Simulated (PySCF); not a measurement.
**Two-component Hartree-Fock for In²¹⁺ (indium, charge +21)**

Start: [Ar] 3d10. Calculated with PySCF 2.14 in an uncontracted even-tempered set (19 s from 0.82 bohr⁻², ratio 2.6; 15 p from 1.1 bohr⁻², ratio 2.6; 10 d from 1.1 bohr⁻², ratio 2.6; 6 f from 1.1 bohr⁻², ratio 2.8): generalised Hartree-Fock with the X2C-1e Hamiltonian and a Gaussian nucleus; spin-orbit coupling (SO) screened by Boettger's factors.

```tsv
spinor shell	electrons	ε, screened SO (eV)	weight of nominal j (screened SO)	rms radius, screened SO (bohr)
1s1/2	2	-28704.6	1.000	0.0340
2s1/2	2	-4903.0	1.000	0.139
2p1/2	2	-4605.9	1.000	0.120
2p3/2	4	-4392.0	1.000	0.125
3s1/2	2	-1428.2	1.000	0.366
3p1/2	2	-1307.3	1.000	0.359
3p3/2	4	-1266.0	1.000	0.369
3d3/2	4	-1056.4	1.000	0.340
3d5/2	6	-1048.0	1.000	0.343
```

```
   quantity  screened SO
E (hartree)  -5689.51138
        M_J            0
       ⟨J²⟩        0.000
       ⟨L²⟩        0.011
       ⟨S²⟩        0.011
```

Breit and QED terms are absent; they matter most for the inner s and p1/2 levels.

Densities and radii are taken from the X2C orbitals without a picture-change correction, which distorts them close to the nucleus.
